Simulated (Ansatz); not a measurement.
A nudged elastic band was laid between two geometries of H₂S₂Te (5 atoms, charge 0, multiplicity 1).

The calculation used UKS B3LYP/def2-SVP (Ansatz).

```
movable images  : 5
climbing image  : yes
spring          : 5.0 eV/Å²
optimiser       : quadratic models (default)
start path      : through a guess of the saddle point
force threshold : 0.03 eV/Å
iteration limit : 60
end points      : relaxed
```

Initial state:

```xyz
5
Properties=species:S:1:pos:R:3
S -1.541 -0.936 0.191
S -0.615 0.944 0.121
Te 1.773 0.637 -0.389
H -1.864 -1.041 -1.125
H 2.248 0.396 1.202
```

Final state:

```xyz
5
Properties=species:S:1:pos:R:3
S -1.072 -1.205 0.193
S 0.181 0.708 0.254
Te 2.104 0.846 -1.184
H -1.916 -0.644 -0.704
H 0.703 0.296 1.441
```

Q: Which bonds break or form, and what moves?

A: Bonds broken: Te3–H5. Bonds formed: S2–H5.

Q: Give the energies along the band, and the barrier.

A: The run converged. The highest image is number 4 of 0 to 6, 33.8 kcal/mol above the first end and 13.2 kcal/mol above the last; the last end lies 20.6 kcal/mol above the first. A vibrational analysis at the climbing image gives one clearly imaginary mode, 638i cm⁻¹: a first-order saddle point. The orbitals stay closed-shell, which can raise the energy where a bond breaks towards radicals; this wasn't checked here.

```csv
image,path coordinate (Å),energy (kcal/mol),Te3–H5 (Å),S2–H5 (Å)
0,0.00,0.0,1.68,3.11
1,0.42,1.2,1.67,2.94
2,0.83,9.2,1.65,2.50
3,1.25,24.4,1.71,2.01
4,1.67,33.8,1.99,1.50
5,2.32,23.7,2.72,1.35
6,2.96,20.6,3.03,1.36
```

Q: What is the geometry of the highest image?

A: 
```xyz
5
Properties=species:S:1:pos:R:3
S -1.356 -0.932 0.337
S -0.207 0.855 0.504
Te 2.029 0.591 -0.796
H -1.580 -0.810 -0.995
H 1.114 0.296 0.950
```

Q: What are the harmonic wavenumbers there?

A: 638i, 113, 248, 262, 427, 589, 861, 1621, 2645 cm⁻¹.

The run took 110 s on 2 threads of Arm Neoverse V2 (shared host), peak memory 0.22 GiB.
